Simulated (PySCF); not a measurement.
**Structure elucidation problem**

An unknown has the formula C₇H₁₀B₂. Its calculated NMR data are:

1H NMR (400 MHz, computed): δ 7.47 (m, 2H), 7.12 (d, 2H), 6.21 (br, 1H), 1.17 (m, 2H), 1.12 (m, 2H), 0.84 (m, 1H).

13C{1H} NMR (computed): δ 163.3 (CH), 161.0 (CH), 16.6 (CH), 11.6 (CH2).

Calculated, not measured (PySCF): PBE0-D3(BJ)/def2-SVP geometry, shieldings: GIAO PBE0/pcSseg-1. One computed conformer, isolated molecule, non-relativistic, averaged over atoms made equivalent by symmetry, fast rotation or ring inversion.

Referencing at the same level of theory: 1H, 13C against TMS.

What is the structure?

## Answers


- 4 carbon signals for 7 carbons: some carbons are equivalent by symmetry or fast rotation.
- Carbon types of the structure: 5 × CH, 2 × CH2, leaving 1 H on heteroatoms.
- δC 163.3, 161.0: alkene CH; an sp2 carbon of a C=C bond.
- δC 16.6, 11.6: three-membered-ring carbon; carbons of three-membered rings are unusually shielded.
- δH 7.47, 7.12: hydrogen on an alkene CH; attached to an sp2 carbon and in the plane of the double bond.
- δH 6.21: hydrogen on a boron bonded to 2 C, in a 6-membered ring.
- δH 1.17, 1.12, 0.84: hydrogen on a three-membered-ring carbon; cyclopropane-type protons are shielded by the ring.

The compound is SMILES C1C(B2C=CBC=C2)C1.

The shifts were computed for this structure.

Hydrogens on boron are broadened and split by 11B (spin 3/2, 80 %) and 10B (spin 3). A carbon bonded to boron is broadened by the quadrupolar boron nucleus and is often missing from a measured spectrum. Shifts are as computed. Against solution values, carbons near 30 ppm lie about +2 ppm off and those near 130 ppm about +5 ppm. Of 1211 compounds with measured shifts, 218 miss one by over three times the rms of a fit or turn the order of signals round; such compounds aren't used in these exercises. No couplings were computed; multiplicities are counted from neighbouring protons, with m where these are inequivalent, close in shift, in a saturated or five-membered ring or joined by F or P, and br s for small geminal =CH2 splittings.
